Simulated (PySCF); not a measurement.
C2H6N, SMILES [CH2]NC, multiplicity 2. Atoms are numbered in the order given.

```xyz
9

C      1.1986    -0.3625    -0.2527
N      0.1626     0.4002     0.2565
C     -1.2004    -0.0194    -0.0041
H      1.0392    -0.8049    -1.2290
H      2.2025    -0.0849     0.0420
H      0.3152     0.7427     1.1925
H     -1.4457    -0.9826     0.4633
H     -1.3428    -0.1192    -1.0831
H     -1.8957     0.7393     0.3598
```
Charge 0, spin multiplicity 2.

Coordinates come from a ωB97X-D3(BJ)/def2-TZVP optimisation. The isomer is the one that the SMILES or the coordinates give; other isomers of the formula were not compared.

Method: PBE/pcH-1 (PySCF).

Unrestricted Kohn–Sham, ⟨S²⟩ = 0.752. Hyperfine tensors hold the contact and dipolar terms, without spin-orbit corrections.

Computed hyperfine couplings:
| nucleus | A(iso) (MHz) | A(iso) (G) | dipolar principal values (MHz) |
|---|---|---|---|
| 13C no. 1 | 89.2 | 31.8 | -62.8, -62.4, 125.3 |
| 14N no. 2 | 13.9 | 5.0 | -14.1, -13.6, 27.7 |
| 13C no. 3 | 8.4 | 3.0 | -2.4, -1.2, 3.7 |
| 1H no. 4 | -29.9 | -10.7 | -29.4, 0.1, 29.3 |
| 1H no. 5 | -31.3 | -11.2 | -29.4, -0.2, 29.7 |
| 1H no. 6 | 1.8 | 0.6 | -15.5, -5.8, 21.3 |
| 1H no. 7 | 32.8 | 11.7 | -3.9, -2.7, 6.6 |
| 1H no. 8 | 12.6 | 4.5 | -3.8, -3.1, 6.8 |
| 1H no. 9 | -0.6 | -0.2 | -3.8, -2.7, 6.4 |

Question: And the g tensor (effective nuclear charges for spin-orbit coupling, GIAO)? (Estimate from the structure and the level; the computed values follow.)

Answer: principal values 2.0022, 2.0030, 2.0035; isotropic 2.0029.
